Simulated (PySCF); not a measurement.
Species: para-cyanophenol, C7H5NO.
SMILES with atom numbers: `[N:1]#[C:2][c:3]1[cH:4][cH:5][c:6]([OH:7])[cH:8][cH:9]1` (hydrogens: H10 on C4; H11 on C5; H12 on O7; H13 on C8; H14 on C9)

Level: wB97X-D/pcSseg-2 in PySCF, non-relativistic, on one gas-phase PBE0-D3(BJ)/def2-TZVP geometry that isn't relaxed in the solvent. The solvent is an IEF-PCM continuum (van der Waals radii × 1.2). The model holds no explicit solvent molecules, cavitation or dispersion.

Gas phase at wB97X-D/pcSseg-2: HOMO -8.87 eV, LUMO 0.43 eV, dipole 5.24 D.

What does the continuum do to the energy, the frontier levels and the dipole at wB97X-D/pcSseg-2 in chloroform?

| solvent | ε | E(solvent) − E(gas) (kcal/mol) | polarisation term (kcal/mol) | distortion of the solute (kcal/mol) | HOMO (eV) | LUMO (eV) | dipole (D) |
| --- | --- | --- | --- | --- | --- | --- | --- |
| chloroform | 4.711 | -7.66 | -8.82 | 1.16 | -8.74 | 0.51 | 6.52 |

Polarisation term: ½ Σ q·V over the induced surface charges. Distortion: the rise of the solute's own energy as its density leaves the gas-phase optimum.

Which radius a makes the point-dipole formula ΔE = −[(ε − 1)/(2ε + 1)]·μ²/a³ give the value in chloroform, with the gas-phase dipole?

μ = 2.063 au and |ΔE| = 0.01221 Eh give a = 2.64 Å; the farthest nucleus lies 3.90 Å from the centroid of the nuclei, so such a sphere wouldn't even hold the nuclei. The formula assumes a rigid point dipole at the centre of a sphere.

On 2 threads of an Intel Xeon at 2.50 GHz (shared host), this took 3.0 min wall, 6.0 min CPU and 2.6 GiB of memory at its peak. This is the whole shielding run at wB97X-D/pcSseg-2 in chloroform, SCF included.

The values belong to the conformer `[N:1]#[C:2][c:3]1[cH:4][cH:5][c:6]([OH:7])[cH:8][cH:9]1`: H–O7–C6–C5 180°.

Note: wB97X-D ran without an empirical dispersion term, which enters the total energy and its gradient alone.
